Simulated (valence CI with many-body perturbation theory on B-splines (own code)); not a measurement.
# E1 transitions of Br²⁹⁺

Computed by relativistic CI+MBPT: four valence electrons over a frozen Dirac-Fock core [He], radial functions for each j: 11 s, 11 p, 9 d, 7 f, 5 g, 2 h, 1 i, with the one-electron correlation potential Σ1 (screened to all orders), the two-electron term Σ2, the three-electron term Σ3, Breit, model QED; selected single and double excitations, second order for the rest (own B-spline code, finite nucleus).

The last digits are not significant, and no measured levels were compared; by estimate large intervals hold to a few tenths of a per cent, small ones and those within an open d or f shell to about a per cent. Among the levels kept, up to 300 cm⁻¹ of a level comes from second order outside the variational space, and about a tenth of that is noise between levels of different J, which matters for small intervals.

Lines 201 to 250 of 251 in falling wavelength, among levels below 157.27 Ry, chosen from the strongest by gf and those to the six lowest levels. Wavelengths and rates use the calculated energies. Electric multipoles are in the length gauge, E1 and E2 with the static RPA response of the core. Weak lines are less certain than strong ones. Lines between different terms over intervals too small for the method are left out, as are lines whose strength nearly cancels. The highest levels of a list are the least certain.

Levels are named by their leading jj configuration (3d3/2^4 stands for four electrons in 3d with j = 3/2), which in mixed levels can hold well under half, so a name can repeat and another be missing. Letters in brackets count levels of one name in rising energy.

```
λ vac (nm)                           Upper                   Lower   A (s⁻¹)  S (a.u.)
    0.6185          (2s^2 2p3/2 3d5/2) J=1  (2s^2 2p1/2 2p3/2) J=1  1.19e+12  4.17e-04
    0.6180  (2s 2p1/2 2p3/2 3p3/2) J=3 [c]      (2s^2 2p3/2^2) J=2  4.57e+11  3.73e-04
    0.6178      (2s 2p1/2 2p3/2 3p1/2) J=3  (2s^2 2p1/2 2p3/2) J=2  5.60e+12  4.56e-03
    0.6176  (2s 2p1/2 2p3/2 3p3/2) J=1 [a]  (2s^2 2p1/2 2p3/2) J=2  3.79e+11  1.32e-04
    0.6174  (2s 2p1/2 2p3/2 3p3/2) J=2 [c]      (2s^2 2p3/2^2) J=2  2.02e+12  1.17e-03
    0.6172          (2s 2p1/2^2 3p1/2) J=1      (2s^2 2p1/2^2) J=0  3.14e+12  1.09e-03
    0.6158  (2s 2p1/2 2p3/2 3p3/2) J=2 [a]  (2s^2 2p1/2 2p3/2) J=2  1.17e+12  6.72e-04
    0.6156  (2s 2p1/2 2p3/2 3p3/2) J=1 [c]      (2s^2 2p3/2^2) J=2  1.35e+12  4.68e-04
    0.6148  (2s 2p1/2 2p3/2 3p3/2) J=2 [d]      (2s^2 2p3/2^2) J=2  1.59e+12  9.11e-04
    0.6146  (2s 2p1/2 2p3/2 3p3/2) J=1 [a]  (2s^2 2p1/2 2p3/2) J=1  1.48e+13  5.09e-03
    0.6145  (2s 2p1/2 2p3/2 3p1/2) J=2 [b]  (2s^2 2p1/2 2p3/2) J=2  3.84e+12  2.20e-03
    0.6136  (2s 2p1/2 2p3/2 3p3/2) J=1 [d]      (2s^2 2p3/2^2) J=2  1.26e+12  4.31e-04
    0.6131          (2s 2p3/2^2 3p1/2) J=2      (2s^2 2p3/2^2) J=2  3.93e+12  2.24e-03
    0.6129  (2s 2p1/2 2p3/2 3p3/2) J=2 [a]  (2s^2 2p1/2 2p3/2) J=1  1.58e+13  8.95e-03
    0.6127          (2s 2p3/2^2 3p1/2) J=3      (2s^2 2p3/2^2) J=2  1.92e+13  1.53e-02
    0.6118  (2s 2p1/2 2p3/2 3p3/2) J=2 [b]  (2s^2 2p1/2 2p3/2) J=2  1.61e+13  9.11e-03
    0.6116  (2s 2p1/2 2p3/2 3p1/2) J=2 [b]  (2s^2 2p1/2 2p3/2) J=1  2.29e+12  1.29e-03
    0.6112          (2s 2p3/2^2 3p3/2) J=3      (2s^2 2p3/2^2) J=2  4.71e+12  3.72e-03
    0.6112  (2s 2p1/2 2p3/2 3p3/2) J=0 [a]  (2s^2 2p1/2 2p3/2) J=1  2.10e+13  2.37e-03
    0.6109  (2s 2p1/2 2p3/2 3p3/2) J=1 [b]  (2s^2 2p1/2 2p3/2) J=2  1.95e+13  6.57e-03
    0.6106  (2s 2p1/2 2p3/2 3p3/2) J=3 [b]  (2s^2 2p1/2 2p3/2) J=2  1.61e+13  1.27e-02
    0.6105          (2s 2p1/2^2 3p3/2) J=1      (2s^2 2p1/2^2) J=0  2.24e+13  7.55e-03
    0.6093          (2s 2p3/2^2 3p3/2) J=1      (2s^2 2p3/2^2) J=2  1.83e+13  6.13e-03
    0.6089  (2s 2p1/2 2p3/2 3p3/2) J=2 [b]  (2s^2 2p1/2 2p3/2) J=1  1.12e+12  6.26e-04
    0.6081  (2s 2p1/2 2p3/2 3p1/2) J=2 [c]  (2s^2 2p1/2 2p3/2) J=2  4.83e+12  2.68e-03
    0.6080  (2s 2p1/2 2p3/2 3p3/2) J=1 [b]  (2s^2 2p1/2 2p3/2) J=1  6.25e+11  2.08e-04
    0.6076  (2s 2p1/2 2p3/2 3p1/2) J=1 [a]      (2s^2 2p1/2^2) J=0  1.03e+12  3.41e-04
    0.6067  (2s 2p1/2 2p3/2 3p1/2) J=1 [b]  (2s^2 2p1/2 2p3/2) J=2  8.60e+12  2.84e-03
    0.6056          (2s^2 2p3/2 3d5/2) J=1      (2s^2 2p1/2^2) J=0  8.45e+11  2.78e-04
    0.6052  (2s 2p1/2 2p3/2 3p1/2) J=2 [c]  (2s^2 2p1/2 2p3/2) J=1  8.85e+11  4.84e-04
    0.6039  (2s 2p1/2 2p3/2 3p1/2) J=1 [b]  (2s^2 2p1/2 2p3/2) J=1  4.12e+12  1.34e-03
    0.6030  (2s 2p1/2 2p3/2 3p3/2) J=3 [c]  (2s^2 2p1/2 2p3/2) J=2  6.76e+12  5.12e-03
    0.6026      (2s 2p1/2 2p3/2 3p1/2) J=0  (2s^2 2p1/2 2p3/2) J=1  1.17e+13  1.26e-03
    0.6024  (2s 2p1/2 2p3/2 3p3/2) J=2 [c]  (2s^2 2p1/2 2p3/2) J=2  6.78e+12  3.66e-03
    0.6022  (2s 2p1/2 2p3/2 3p1/2) J=1 [c]  (2s^2 2p1/2 2p3/2) J=2  2.09e+12  6.76e-04
    0.6007  (2s 2p1/2 2p3/2 3p3/2) J=1 [c]  (2s^2 2p1/2 2p3/2) J=2  3.49e+11  1.12e-04
    0.5999  (2s 2p1/2 2p3/2 3p3/2) J=2 [d]  (2s^2 2p1/2 2p3/2) J=2  1.41e+12  7.49e-04
    0.5995  (2s 2p1/2 2p3/2 3p3/2) J=2 [c]  (2s^2 2p1/2 2p3/2) J=1  9.36e+11  4.98e-04
    0.5993  (2s 2p1/2 2p3/2 3p1/2) J=1 [c]  (2s^2 2p1/2 2p3/2) J=1  2.89e+12  9.23e-04
    0.5984          (2s 2p3/2^2 3p1/2) J=2  (2s^2 2p1/2 2p3/2) J=2  7.29e+11  3.85e-04
    0.5980          (2s 2p3/2^2 3p1/2) J=3  (2s^2 2p1/2 2p3/2) J=2  3.03e+11  2.24e-04
    0.5979  (2s 2p1/2 2p3/2 3p3/2) J=1 [c]  (2s^2 2p1/2 2p3/2) J=1  4.72e+12  1.49e-03
    0.5971  (2s 2p1/2 2p3/2 3p3/2) J=2 [d]  (2s^2 2p1/2 2p3/2) J=1  5.47e+12  2.87e-03
    0.5965          (2s 2p3/2^2 3p3/2) J=3  (2s^2 2p1/2 2p3/2) J=2  1.18e+12  8.65e-04
    0.5960  (2s 2p1/2 2p3/2 3p3/2) J=1 [d]  (2s^2 2p1/2 2p3/2) J=1  1.59e+12  4.97e-04
    0.5956          (2s 2p3/2^2 3p1/2) J=2  (2s^2 2p1/2 2p3/2) J=1  2.31e+11  1.20e-04
    0.5955  (2s 2p1/2 2p3/2 3p3/2) J=1 [b]      (2s^2 2p1/2^2) J=0  9.36e+11  2.93e-04
    0.5947          (2s 2p3/2^2 3p3/2) J=1  (2s^2 2p1/2 2p3/2) J=2  2.28e+12  7.10e-04
    0.5920          (2s 2p3/2^2 3p3/2) J=1  (2s^2 2p1/2 2p3/2) J=1  5.23e+11  1.61e-04
    0.5915  (2s 2p1/2 2p3/2 3p1/2) J=1 [b]      (2s^2 2p1/2^2) J=0  7.73e+11  2.37e-04
```
